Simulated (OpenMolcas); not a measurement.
Cu5+: effect of the IPEA shift

| Property | Result |
| --- | --- |
| Program | OpenMolcas |
| Basis | ANO-RCC-VTZP [6s5p3d2f1g] |
| Scalar Hamiltonian | DKH2, point nucleus |
| Active space | 6 electrons in 5 orbitals (3d) |
| State averaging | 2S+1 = 5 even, 5 roots; 2S+1 = 3 even, 45 roots; 2S+1 = 1 even, 50 roots |
| Spin-orbit coupling | state interaction with AMFI integrals over the reference wave functions, term energies averaged over their components |

Methods on the same reference wave functions:
A. CASSCF
B. MS-CASPT2, IPEA 0 Eh, imaginary shift 0.1 Eh (closed shells correlated: 3s 3p)
C. MS-CASPT2, IPEA 0.25 Eh, imaginary shift 0.1 Eh (closed shells correlated: 3s 3p)

Energies in cm⁻¹ above 3d⁶ ⁵D₄, the measured ground level; measured values from Sugar and Musgrove, J. Phys. Chem. Ref. Data 19, 527 (1990).

```csv
Level,A,B,C,Measured
3d⁶ ⁵D₄,0.0,0.0,0.0,0.0
3d⁶ ⁵D₃,1141,1149,1148,1196
3d⁶ ⁵D₂,1919,1915,1915,1987
3d⁶ ⁵D₁,2415,2400,2400,2490
3d⁶ ⁵D₀,2658,2640,2640,2733
3d⁶ ³H₆,32669,30680,31080,30418
3d⁶ ³H₅,33207,31160,31570,31009
3d⁶ ³H₄,33556,31340,31780,31288
3d⁶ ³P₂(1),35422,28840,29480,29285
3d⁶ ³F₄(1),37254,32630,33210,32756
3d⁶ ³F₃(1),37911,33090,33700,33296
3d⁶ ³F₂(1),38423,33500,34140,33740
3d⁶ ³P₁(1),38746,32160,32800,32685
3d⁶ ³P₀(1),39974,33390,34030,33868
3d⁶ ³G₅,41264,37560,38020,37378
3d⁶ ³G₄,42391,38590,39050,38469
3d⁶ ³G₃,42786,38950,39420,38907
3d⁶ ¹I₆,49437,47200,47440,46406
3d⁶ ¹G₄(1),52416,48380,48690,47612
3d⁶ ³D₁,53215,46820,47390,46848
3d⁶ ³D₂,53217,46770,47340,46714
3d⁶ ³D₃,53553,47150,47730,47119
3d⁶ ¹S₀(1),60757,53870,54540,53787
3d⁶ ¹D₂(1),64727,55710,56060,54747
```

Deviations, from unrounded energies. A percentage is the sum of absolute deviations over the sum of measured energies, with the sign that they share, or ± where signs differ.

| Against measurement | Levels | A | B | C |
| --- | --- | --- | --- | --- |
| mean absolute deviation (cm-1) | 23 | 4100 | 250 | 500 |
| fine structure of the ground term (%) | 4 | -3.2 | -3.6 | -3.5 |
| other terms of the ground configuration (%) | 19 | +12.7 | ±0.7 | +1.5 |

B lies closest to measurement on these levels and A furthest from it. The largest miss of B in the table is 3d⁶ ¹D₂(1), by +960 cm-1. The ranking rests on the paired levels alone, and a cruder setting can come out closer through cancelling errors.

Between B and C the level of the table that moves most is 3d⁶ ¹S₀(1), by 660 cm-1 (lowest in B, highest in C). Moves below CASPT2's spread within the term are not significant.

The mean deviations of B to C differ by less than CASPT2's widest spread within a term (900 cm-1), so their order carries little weight.

From A to B the spin-free energies of the other terms of 3d⁶ shown, above ⁵D, scale by factors of 0.82 to 0.95, as is usual when dynamic correlation screens the repulsion within a d or f shell.

The lowest spin-free term lies below A's lowest term by 0.460 hartree in B, 0.455 hartree in C.

Term energies are means over components that CASPT2 splits; among the terms shown or strongly mixed into the levels shown the widest spread is 900 cm-1 (3d⁶ ¹I, C). The CASPT2 spread within a term exceeds the gap to the next term for 3d⁶ ³D and 3d⁶ ¹I, so the order of their levels is uncertain (figures for B; the like holds for C). Without dynamic correlation excited terms often stand tens of per cent too high (terms of higher spin than the ground term too low), and those without a measured partner can miss by more than the paired ones (holds for A). Some levels mix across a computed gap that differs much from the measured one, so their mixing is not that of the real levels (holds for A). Computed and measured levels are paired by configuration, term and J; levels that our copy of the source lacks, or whose pairing is in doubt (as where it misses far off the trend of its configuration), stay unpaired and out of the deviations. Levels of configurations outside the active space are missing. The table leaves out levels that lie high or whose names do not pair safely across all columns.

A number in round brackets counts repeated terms of one configuration in the order of the reference energies.
